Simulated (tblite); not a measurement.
C₅H₈AlCl.
Atom-mapped SMILES: `[Cl:1][AlH:2][CH2:3][C@@H:4]1[CH:5]=[CH:6][CH2:7]1` (hydrogens: H8 on Al2; H9, H10 on C3; H11 on C4; H12 on C5; H13 on C6; H14, H15 on C7)

Computed with GFN2-xTB (tblite), gas phase: L-BFGS steps from a force-field or distance-geometry start until the largest atomic force falls under 0.01 eV/Å.

Step 26: E = -555.3493 eV
```
atom  x, y, z in Å  |  force x, y, z in eV/Å
Cl1     1.9987    2.5399    1.3437   -0.014  -0.015  -0.022
Al2     1.9531    0.8104    0.2809   -0.055   0.060   0.037
C3      0.9268   -0.8589    0.6827   -0.071   0.061   0.001
C4     -0.5352   -0.8341    0.2277   -0.046  -0.035  -0.036
C5     -0.7160   -0.6438   -1.2510    0.075  -0.056  -0.147
C6     -1.3635    0.5123   -1.1315    0.004   0.069   0.007
C7     -1.3016    0.5097    0.3715   -0.050   0.033   0.014
H8      2.9540    0.7654   -0.8812    0.013  -0.016  -0.101
H9      1.4217   -1.6867    0.1553   -0.006  -0.041   0.059
H10     0.9546   -1.1155    1.7501    0.013  -0.037   0.085
H11    -1.1033   -1.6770    0.6351    0.084  -0.051  -0.006
H12    -0.4029   -1.2615   -2.0754   -0.036   0.051  -0.015
H13    -1.8149    1.1981   -1.8342    0.088  -0.071   0.141
H14    -0.7145    1.3142    0.8241    0.037   0.012  -0.016
H15    -2.2614    0.4355    0.8801   -0.036   0.038  -0.002
```

Step 27: E = -555.3519 eV
```
atom  x, y, z in Å  |  force x, y, z in eV/Å
Cl1     2.0191    2.5386    1.3417   -0.014   0.004  -0.014
Al2     1.9518    0.8117    0.2795   -0.025   0.030  -0.034
C3      0.9229   -0.8535    0.6864   -0.021   0.028   0.046
C4     -0.5373   -0.8335    0.2313   -0.027  -0.034  -0.049
C5     -0.7065   -0.6386   -1.2473    0.043  -0.031  -0.128
C6     -1.3597    0.5140   -1.1280    0.009   0.045  -0.004
C7     -1.3103    0.5063    0.3745   -0.044   0.036  -0.005
H8      2.9376    0.7510   -0.9021   -0.023  -0.001  -0.046
H9      1.4223   -1.6798    0.1598   -0.017  -0.031   0.033
H10     0.9541   -1.1171    1.7513    0.004  -0.019   0.118
H11    -1.1018   -1.6809    0.6319    0.067  -0.065   0.007
H12    -0.3831   -1.2484   -2.0710   -0.017   0.006  -0.062
H13    -1.8083    1.1966   -1.8325    0.060  -0.017   0.105
H14    -0.7307    1.3135    0.8302    0.052   0.017   0.010
H15    -2.2746    0.4282    0.8724   -0.047   0.031   0.022
```

Step 28: E = -555.3538 eV
```
atom  x, y, z in Å  |  force x, y, z in eV/Å
Cl1     2.0298    2.5378    1.3409   -0.012   0.021  -0.010
Al2     1.9496    0.8138    0.2774   -0.006  -0.006  -0.081
C3      0.9197   -0.8495    0.6893    0.017  -0.010   0.077
C4     -0.5393   -0.8340    0.2324    0.003  -0.023  -0.039
C5     -0.7002   -0.6353   -1.2467    0.007   0.002  -0.060
C6     -1.3565    0.5151   -1.1255    0.024   0.004  -0.007
C7     -1.3161    0.5044    0.3763   -0.017   0.012  -0.015
H8      2.9268    0.7404   -0.9162   -0.051   0.014  -0.005
H9      1.4227   -1.6755    0.1636   -0.029  -0.010   0.026
H10     0.9537   -1.1173    1.7538   -0.008   0.001   0.108
H11    -1.0995   -1.6851    0.6298    0.048  -0.067   0.006
H12    -0.3714   -1.2400   -2.0698    0.000  -0.026  -0.100
H13    -1.8023    1.1958   -1.8293    0.021   0.052   0.045
H14    -0.7384    1.3126    0.8333    0.046   0.007   0.025
H15    -2.2829    0.4247    0.8686   -0.044   0.029   0.030
```

Step 29: E = -555.3556 eV
```
atom  x, y, z in Å  |  force x, y, z in eV/Å
Cl1     2.0338    2.5371    1.3408   -0.009   0.029  -0.013
Al2     1.9468    0.8160    0.2744   -0.001  -0.034  -0.098
C3      0.9172   -0.8463    0.6922    0.040  -0.041   0.091
C4     -0.5411   -0.8356    0.2319    0.032  -0.010  -0.013
C5     -0.6961   -0.6334   -1.2480   -0.018   0.027   0.018
C6     -1.3537    0.5160   -1.1233    0.038  -0.036  -0.010
C7     -1.3200    0.5031    0.3775    0.019  -0.023  -0.013
H8      2.9182    0.7317   -0.9262   -0.064   0.027   0.016
H9      1.4232   -1.6725    0.1678   -0.038   0.008   0.029
H10     0.9531   -1.1157    1.7574   -0.023   0.018   0.077
H11    -1.0962   -1.6904    0.6282    0.029  -0.055  -0.004
H12    -0.3644   -1.2343   -2.0716    0.010  -0.040  -0.116
H13    -1.7962    1.1968   -1.8251   -0.018   0.115  -0.018
H14    -0.7406    1.3110    0.8344    0.029  -0.011   0.031
H15    -2.2884    0.4245    0.8676   -0.027   0.026   0.023
```

**Question.** Estimate the geometry and energy of step 30. (The exact step hangs on the optimiser's Hessian estimate; all steps are aligned on step 29, rigid shifts and turns removed.)

**Answer.** E = -555.3578 eV, largest force 0.173 eV/Å
```
atom  x, y, z in Å  |  force x, y, z in eV/Å
Cl1     2.0336    2.5365    1.3408   -0.004   0.025  -0.026
Al2     1.9430    0.8180    0.2697   -0.011  -0.049  -0.084
C3      0.9151   -0.8435    0.6961    0.047  -0.060   0.086
C4     -0.5427   -0.8385    0.2306    0.055   0.002   0.020
C5     -0.6930   -0.6323   -1.2506   -0.026   0.038   0.085
C6     -1.3506    0.5169   -1.1214    0.041  -0.060  -0.016
C7     -1.3228    0.5012    0.3786    0.055  -0.056  -0.005
H8      2.9083    0.7228   -0.9350   -0.062   0.041   0.017
H9      1.4241   -1.6698    0.1737   -0.040   0.015   0.034
H10     0.9522   -1.1120    1.7627   -0.041   0.032   0.038
H11    -1.0912   -1.6982    0.6264    0.008  -0.028  -0.022
H12    -0.3593   -1.2294   -2.0765    0.008  -0.033  -0.099
H13    -1.7892    1.2008   -1.8200   -0.044   0.154  -0.066
H14    -0.7392    1.3081    0.8346    0.005  -0.037   0.033
H15    -2.2927    0.4273    0.8685    0.009   0.015   0.003
```

The energy changes by -0.0022 eV. The first-order estimate −F·Δx gives -0.0029 eV and the mean of the old and new forces, exact on a quadratic surface, -0.0022 eV. The step makes an angle of 68° with the force vector and moves no atom by more than 0.016 Å.

What follows is the cost of the whole relaxation. The run took 1.3 s wall on an Arm Neoverse N1 with one thread, shared host with 64 logical CPUs at a one-minute load of 62.
